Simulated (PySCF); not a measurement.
Problem. Give a PBE0-D3(BJ)/def2-SVP geometry of `[SiH3]Oc1cnsn1`.

Solution. 
Z-matrix in Å and degrees, rows numbered from 1:
```
Si
O   1  1.7082
C   2  1.3272  1  120.62
C   3  1.4376  2  123.52  1  -179.60
N   4  1.3072  3  113.20  2   179.93
S   5  1.6479  4  107.88  3     0.06
N   3  1.3102  2  122.62  1     0.35
H   1  1.4873  2  109.99  3    60.92
H   1  1.4858  2  103.13  3   179.34
H   1  1.4874  2  110.00  3   -62.24
H   4  1.0918  3  125.14  2    -0.05
```

The 5-membered ring C3–C4–N5–S6–N7 has internal angles of 97.7° to 113.9°; it is planar, 0.00 Å rms from its mean plane, widest ring torsion 0°. The 7 heavy atoms lie in one plane (0.003 Å rms). Si1 (oxygen-bound silicon) is distorted tetrahedral (angles from 103.1° to 111.5°). O2 (silyl ether oxygen) is bent (angle 120.6°).

Computed, not measured: PySCF, PBE0-D3(BJ)/def2-SVP geometry optimisation, gas phase.

Point group: Cs (tolerance 0.08 Å). Stationary, but not proved a minimum. One conformer, not necessarily the lowest (Si1–O2–C3–C4 180°).
